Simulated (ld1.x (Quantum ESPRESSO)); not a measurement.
**An all-electron radial function and its pseudo partner (silicon (Si))**

Columns: radius, all-electron u(r) and pseudo u(r) of the 3s shell (level -10.77 eV) of silicon in the configuration [Ne] 3s2 3p2; PBE, non-relativistic, TM scheme, ld1.x (Quantum ESPRESSO) 7.5.

```tsv
r (bohr)	all-electron	pseudo
0.108	0.1060	0.0285
0.215	-0.1624	0.0580
0.322	-0.3173	0.0899
0.430	-0.3274	0.1258
0.538	-0.2408	0.1669
0.645	-0.1070	0.2138
0.752	0.0425	0.2676
0.860	0.1897	0.3291
0.968	0.3227	0.3967
1.075	0.4355	0.4669
1.182	0.5281	0.5365
1.290	0.6022	0.6011
1.398	0.6583	0.6554
1.505	0.6977	0.6959
1.612	0.7226	0.7220
1.720	0.7352	0.7351
1.828	0.7370	0.7370
1.935	0.7301	0.7301
2.042	0.7161	0.7161
2.150	0.6964	0.6964
2.258	0.6723	0.6723
2.365	0.6454	0.6454
2.472	0.6164	0.6164
2.580	0.5857	0.5857
2.688	0.5543	0.5543
2.795	0.5230	0.5230
```

Problem. How many radial nodes do the two functions have?

Solution. The all-electron 3s function has n − l − 1 = 2; the pseudo-wave has 0, since the states of the same l below it are removed with the core.

Problem. At about which radius was the pseudo-wave matched?

Solution. 1.90 bohr. The columns agree to 0.0005 from 1.72 bohr on; several derivatives are matched, so the curves merge somewhat inside the radius.

Problem. Where does each function peak?

Solution. Outermost all-electron maximum near 1.83 bohr, pseudo maximum near 1.83 bohr (to the table’s step).

Problem. Is the pseudo-wave norm-conserving?

Solution. Yes: the TM scheme keeps the norm inside the radius equal to the all-electron one, which fixes the energy derivative of the logarithmic derivative at the level.
